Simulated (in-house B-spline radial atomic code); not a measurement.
A calculation on Os VIII (Os7+) (with a hole in an inner shell): its settings, and results tabulated from the run. Computed with an all-electron radial atomic-structure program (B-spline basis): Dirac-Hartree-Fock, average of the jj configuration, Fermi nucleus of rms radius 5.4126 fm.

In the input, a minus or plus after the letter marks the j = l - 1/2 or j = l + 1/2 subshell.

Command:
```bash
python run_scf.py task.json out
```
Settings (nuclear radius in fm, mass in u):
```
Z                76
configuration    1s2 2s2 2p6 3s2 3p6 3d10 4s2 4p6 4d10 4f-6 4f+7 5s2 5p6 5d2
hamiltonian      dirac
method           hf
spin_polarised   False
nucleus          fermi
rms_radius       5.4126
atomic_mass      191.96148
speed_of_light   137.035999084
```

Output (hartree, bohr):
```
 radial grid: 66 intervals, B-splines of order 8, outer radius 18.8312 bohr

 iter        energy (Eh)    residual
    1      -17248.521184    7.44e-01
    2      -17254.125953    4.92e-01
    3      -17257.913907    6.92e-02
    4      -17257.983959    2.17e-02
    5      -17257.989193    3.65e-03
    6      -17257.989425    2.54e-03
    7      -17257.989512    1.01e-04
    8      -17257.989512    3.71e-05
    9      -17257.989512    1.69e-06
   10      -17257.989512    7.69e-08

 total energy                    -17257.98951
 kinetic                           19577.2113
 electron-nucleus                 -42961.5284
 electron-electron                  6126.3275

 first-order corrections (not in the total)
   Gaunt                            21.1387
   retardation                      -2.2406
   frequency dependence             -0.3829
   self-energy                      15.5300
   Uehling                          -3.0045
   Wichmann-Kroll                    0.1241
   recoil                            0.0302

 orbital      occ     eigenvalue          <r>       <r^2>       <1/r>     <1/r^3>       <r^4>       r_max    small
 1s1/2      2.000     -2736.5169    0.0177346 0.000433472     90.4051           - 5.12857e-07     0.01103  8.26e-02
 2s1/2      2.000      -485.1993    0.0742173  0.00657877     22.1018           - 7.58462e-05     0.06356  1.88e-02
 2p1/2      2.000      -463.7045     0.061384  0.00469691     22.0201           - 4.57458e-05     0.04717  1.88e-02
 2p3/2      4.000      -407.3308    0.0695347  0.00588784     18.3033     17870.4 6.81228e-05     0.05418  1.69e-02
 3s1/2      2.000      -118.5180     0.192953   0.0427225     8.12919           -  0.00276552      0.1787  6.25e-03
 3p1/2      2.000      -108.9647     0.183377    0.039224     8.02877           -  0.00244442      0.1674  6.18e-03
 3p3/2      4.000       -96.4734     0.198278   0.0456551     7.07094     4109.99  0.00327859      0.1816  5.64e-03
 3d3/2      4.000       -80.6955     0.173561   0.0353878     6.94479     708.682  0.00222479      0.1422  5.49e-03
 3d5/2      6.000       -77.9910     0.178089   0.0371247     6.72281     598.218  0.00242583      0.1461  5.34e-03
 4s1/2      2.000       -29.5177     0.430822    0.209504     3.41104           -   0.0634199      0.4049  2.06e-03
 4p1/2      2.000       -25.4799      0.43518    0.215474     3.29989           -   0.0688584      0.4045  1.97e-03
 4p3/2      4.000       -22.4660     0.466437    0.247273     2.98423     966.014   0.0905729      0.4332  1.78e-03
 4d3/2      4.000       -15.8366     0.479485    0.265882     2.77234      148.51    0.112578       0.429  1.58e-03
 4d5/2      6.000       -15.2060     0.490416    0.277896     2.69318     122.553    0.122843      0.4383  1.53e-03
 4f5/2      6.000        -6.7723     0.529989    0.339205     2.31375     24.6013    0.230665      0.4015  1.17e-03
 4f7/2      7.000        -6.6387     0.537173    0.348524     2.28226     23.4567    0.243759      0.4064  1.14e-03
 5s1/2      2.000        -7.6997     0.981694     1.07583     1.37473           -     1.64513      0.9053  5.03e-04
 5p1/2      2.000        -6.2578      1.04782     1.23054     1.27432           -     2.18922      0.9549  4.45e-04
 5p3/2      4.000        -5.7131      1.12154     1.40769     1.16954     164.982     2.85161       1.023  3.94e-04
 5d3/2      0.800        -3.8402      1.33987     2.02591    0.961066     19.1757     6.13009       1.189  2.79e-04
 5d5/2      1.200        -3.7704      1.36822     2.11057    0.937553     15.7423     6.63057       1.217  2.68e-04
```

Time taken, with all properties: 1.2 s on 1 thread of Arm Neoverse V2, with other jobs on the host.

For the Dirac Hamiltonian the kinetic term is c α·p + (β - 1)c².
